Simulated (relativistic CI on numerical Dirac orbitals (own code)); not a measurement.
Method of calculation: Dirac-Coulomb-Breit CI, KLI orbitals optimised for each configuration, QED by a radiative potential, unscaled Slater integrals (own radial code, finite nucleus).

The strongest absorption lines from the ground level of an ion, among the configurations computed and to levels below about 4600 eV (vacuum wavelength in Å, gf): 2.7004 (0.051), 2.7046 (0.027), 3.0090 (0.12), 3.0194 (0.065), 3.9967 (0.48), 4.0405 (0.27), 62.870 (0.11), 148.11 (0.022).

Question: Which ion is it?
A. Ag44+
B. Nb36+
C. Nb38+
D. Ru41+

Answer: C. Nb38+ has 3 electrons and the ground level 2s 2S_1/2; the strongest line goes to 3p 2P°_3/2. The pattern of lines fixes the number of electrons, and along that sequence the line energies rise steadily with the charge (about as its square where n changes within one kind of shell, about linearly where n is kept but much faster in heavy ions where fine structure, which grows about as Z⁴, sets the gap, and irregularly where shells cross), which fixes Z. Configurations outside the model, such as inner-shell arrays, can give stronger lines. At this charge energies of transitions that change n are usually good to better than 1 %, and those within a shell (Δn = 0) to a few per cent.
